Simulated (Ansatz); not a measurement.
AlH4NSeSi, SMILES `[SeH][SiH]1[NH][AlH]1`, relaxed with RKS PBE-D4/def2-SVP in the Gaussian-basis code of Ansatz from a rough embedded geometry. The force threshold is 0.03 eV/Å; the program also tests the step.

Charge 0, multiplicity 1.

Start:

```xyz
8

Se    0.157    1.262    2.005
Si   -0.480    0.460    0.010
N     0.964    0.299   -1.009
Al    0.570   -1.520   -0.666
H    -1.290    0.941    2.598
H    -1.609    1.091   -0.728
H     0.670    0.433   -2.058
H     1.019   -2.966   -0.152
```

Problem. How much energy does the relaxation release, and in how many steps? (An estimate is asked.)

Solution. Computed: 1.53 eV, in 23 steps, 2 of them rejected.

Problem. Which bonds change most? (Estimate.)

Solution. Computed: Se1–H5 from 1.597 to 1.486 Å; N3–Al4 from 1.893 to 1.802 Å; N3–H7 from 1.097 to 1.026 Å; Se1–Si2 from 2.243 to 2.314 Å.

Problem. Give the relaxed structure. (Estimate.)

Solution. Ansatz gave: 
```xyz
8

Se   -0.131    1.108    2.246
Si   -0.610    0.056    0.241
N     0.684   -0.001   -1.000
Al    0.561   -1.759   -0.625
H    -1.032    2.259    1.976
H    -1.910    0.672   -0.217
H     1.137    0.757   -1.524
H     1.300   -3.092   -1.097
```
